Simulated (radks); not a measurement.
Charge is removed step by step from the 2p down level of neutral oxygen, starting from [He] 2s2 2p(up 3, down 1). All-electron calculation, non-relativistic Kohn-Sham, r2SCAN, spin-polarised, spherical densities, point nucleus; meta-GGA in the generalised Kohn-Sham scheme. Program: a radial shooting solver on a logarithmic mesh with Libxc functionals.

| removed (e) | E - E(0) (eV) | eigenvalue (eV) | E minus straight line (eV) |
|---|---|---|---|
| 0 | 0.000 | -6.792 | 0.000 |
| 0.25 | 2.061 | -9.726 | -1.162 |
| 0.5 | 4.875 | -12.805 | -1.572 |
| 0.75 | 8.474 | -16.009 | -1.196 |
| 1 | 12.894 | -19.424 | 0.000 |

Removing the whole electron costs 12.894 eV by Delta-SCF, against 6.792 eV from minus the eigenvalue at the starting occupation. Slater's transition state (half an electron removed) gives 12.805 eV. Integrating minus the eigenvalue over the occupation (Janak's theorem) gives 12.897 eV. The mean slope of the eigenvalue, de/dn, is 12.6 eV per electron. Ionisation energy of O in the NIST Atomic Spectra Database: 13.618 eV (measured).
